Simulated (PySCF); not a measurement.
Computed properties of BiH3, SMILES [BiH3]

BiH₃, SMILES [BiH3]. Coordinates come from a B3LYP-D3(BJ)/def2-TZVPD optimisation. The def2 effective core potentials stand for the cores of Bi; spin–orbit coupling is left out. The values are those of a single conformer. All values are computed for the isolated molecule unless a solvent is named; none is compared with measurement here.

**Structure.** The optimised structure has C3v symmetry. All 6 harmonic modes at B3LYP-D3(BJ)/def2-TZVPD (PySCF) are real, so it is a minimum.

**Vibrations.** The strongest infrared lines (harmonic, unscaled, degenerate partners summed) lie at 1801 cm⁻¹ (493 km/mol, H 100 %), 1793 cm⁻¹ (209 km/mol, H 100 %), 758 cm⁻¹ (45 km/mol, H 99 %). The softest mode is at 758 cm⁻¹ and the zero-point energy is 11.0 kcal/mol.

**Electronic structure.** ωB97X/def2-TZVPD (PySCF) places the frontier levels at -9.85 and 1.25 eV, a gap of 11.10 eV, and gives a dipole moment of 1.19 D and a mean polarisability of 52.1 bohr³. PBE/def2-TZVPD (PySCF) at the same geometry gives -6.70 and -1.00 eV, so its gap is 5.40 eV narrower. An orbital gap is neither the optical nor the fundamental gap.

**Excitations.** TDA-PBE0/def2-TZVPD (PySCF) has S1 at 6.21 eV (200 nm, f = 0.173, bright); the most intense of the 10 singlets computed lies at 8.60 eV (f = 0.44). Strengths of degenerate partners are summed. T1 (TDA) is at 5.25 eV, 0.96 eV under S1. No vertical singlet excitation falls in the visible range (under 3.1 eV).
